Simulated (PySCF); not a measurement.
**`CC(C)=C=C(C)N(C)C`, C₈H₁₅N**

Geometry:
| atom | x (Å) | y (Å) | z (Å) |
| --- | --- | --- | --- |
| C1 | 2.599 | -2.019 | -0.716 |
| C2 | 2.065 | -0.730 | -0.148 |
| C3 | 3.084 | 0.360 | 0.068 |
| C4 | 0.790 | -0.562 | 0.133 |
| C5 | -0.464 | -0.317 | 0.484 |
| C6 | -0.949 | -0.675 | 1.865 |
| N7 | -1.379 | 0.325 | -0.365 |
| C8 | -0.871 | 0.711 | -1.654 |
| C9 | -2.735 | -0.165 | -0.387 |
| H10 | 3.369 | -2.449 | -0.052 |
| H11 | 1.802 | -2.762 | -0.852 |
| H12 | 3.085 | -1.844 | -1.691 |
| H13 | 3.571 | 0.632 | -0.885 |
| H14 | 2.629 | 1.263 | 0.496 |
| H15 | 3.885 | 0.018 | 0.745 |
| H16 | -1.452 | 0.188 | 2.331 |
| H17 | -0.101 | -0.970 | 2.494 |
| H18 | -1.663 | -1.514 | 1.848 |
| H19 | 0.065 | 1.274 | -1.531 |
| H20 | -0.653 | -0.156 | -2.314 |
| H21 | -1.605 | 1.356 | -2.160 |
| H22 | -3.374 | 0.557 | -0.919 |
| H23 | -2.839 | -1.148 | -0.894 |
| H24 | -3.134 | -0.265 | 0.631 |

The calculation used PySCF 2.14.0, TDDFT CAM-B3LYP/def2-SVPD circular dichroism and optical rotation, one conformer, gas phase. Geometry: PBE0-D3(BJ)/def2-SVP.

States above about 6.7 eV (minus the energy of the highest occupied orbital) lie near or above the ionisation threshold and depend on the basis. No stereocentre is labelled: unless the shape is locked (an allene, a helicene, a hindered biaryl), the mirror image is equally populated and a measured rotation or CD is zero.

Question: Draw the ECD and absorption spectra from the lowest 12 states, each a Gaussian of half-width 0.3 eV at 1/e height.

Answer: 
```csv
E (eV),λ (nm),Δε (L mol⁻¹ cm⁻¹),ε (L mol⁻¹ cm⁻¹)
4.42,281,-0.53,14.6
4.52,274,-1.42,41.2
4.62,268,-3.04,97.3
4.72,263,-5.08,200
4.82,257,-6.41,377
4.92,252,-5.43,669
5.02,247,-1.30,1110
5.12,242,+4.88,1620
5.22,238,+10.41,2020
5.32,233,+12.77,2100
5.42,229,+11.45,1870
5.52,225,+8.06,1710
5.62,221,+4.85,2270
5.72,217,+3.09,4190
5.82,213,+2.71,7720
5.92,209,+2.87,12200
6.02,206,+2.94,16200
6.12,203,+3.32,18000
6.22,199,+5.43,17100
6.32,196,+10.75,14400
6.42,193,+20.14,11800
6.52,190,+33.21,11000
6.62,187,+47.29,12400
6.72,185,+56.85,15500
6.82,182,+56.26,19800
6.92,179,+44.48,24900
7.02,177,+26.55,30200
```
Δε uses R in velocity form, ε uses f in length form. Only the states computed contribute, so the short-wavelength end is incomplete.

The sign of the CD band at 191 nm isn't settled: the length form gives the opposite one.
